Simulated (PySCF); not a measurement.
Computed shifts of a molecule C4H5NSi, PBE/pcSseg-1 (PySCF), GIAO, gas phase, atoms alike by connectivity averaged where their shifts nearly agree, in ppm (number of nuclei): ¹⁵N: 324.2 (1). ¹³C: 177.1 (1), 125.9 (1), 119.9 (1), 20.5 (1). ²⁹Si: -23.8 (1). ¹H: 7.80 (1), 5.63 (2), 2.27 (2). References: ¹⁵N against NH3 (σ = 267.0 ppm); ¹³C against TMS (σ = 182.0 ppm); ²⁹Si against TMS (σ = 335.4 ppm); ¹H against TMS (σ = 31.49 ppm), references at their B3LYP-D3(BJ)/def2-TZVP geometries, non-relativistic. Geometry optimised at ωB97X-D3(BJ)/def2-SVP. Other conformers were not sampled.

Question: Pick the molecule that these values belong to.
(A) C#C[SiH](N)C#C
(B) N#CC1=CC[SiH2]1
(C) C#C[C@H]1N=C[SiH2]1
(D) C#CC1=N[SiH2]C1

Answer: B, N#CC1=CC[SiH2]1
